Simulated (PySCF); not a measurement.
Ge(H)4 cation (GeH₄), SMILES [GeH4] (connectivity only; charge and spin as stated), charge +1, multiplicity 2. Atoms are numbered in the order given.

```xyz
5

Ge     0.0000     0.0000     0.0000
H     -1.0380    -1.0380     0.5741
H      1.0380     1.0380     0.5741
H     -1.0380     1.0380    -0.5741
H      1.0380    -1.0380    -0.5741
```
Charge +1, spin multiplicity 2.

The structure is a stationary point at PBE-D3(BJ)/def2-TZVPD. A frequency run showed that this geometry is not a minimum. The spin state was assumed, not searched. The isomer is the one that the SMILES or the coordinates give; other isomers of the formula were not compared.

Calculation: B3LYP/def2-TZVPD in PySCF.

Mulliken values depend strongly on the basis, most of all with diffuse functions as here. ESP charges are fitted to the potential on shells at 1.4 to 2.0 van der Waals radii. Atomic charges (e):

```json
[
 {"atom": "Ge1", "Mulliken": "0.31", "ESP fit": "0.50", "Mulliken spin": "0.24"},
 {"atom": "H2", "Mulliken": "0.17", "ESP fit": "0.13", "Mulliken spin": "0.19"},
 {"atom": "H3", "Mulliken": "0.17", "ESP fit": "0.13", "Mulliken spin": "0.19"},
 {"atom": "H4", "Mulliken": "0.17", "ESP fit": "0.13", "Mulliken spin": "0.19"},
 {"atom": "H5", "Mulliken": "0.17", "ESP fit": "0.13", "Mulliken spin": "0.19"}
]
```
